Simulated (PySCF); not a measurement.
A calculated (PBE0, PySCF 2.14, Sapporo-DZP-2012, the spin-free X2C one-electron Hamiltonian (Gaussian nucleus)) atom or ion has these occupied shells.

```csv
shell,electrons,orbital energy (eV),"rms radius, mean of both spins (bohr)"
1s α,1,-546.05,0.231
1s β,1,-543.59,0.231
2s α,1,-45.579,1.20
2s β,1,-37.801,1.20
2p α,3,-28.996,1.23
```

(1) Name the element and its charge.

Answers

(1) O⁺ (oxygen, charge +1), in [He] 2s2 2p3, high-spin 4S determinant.
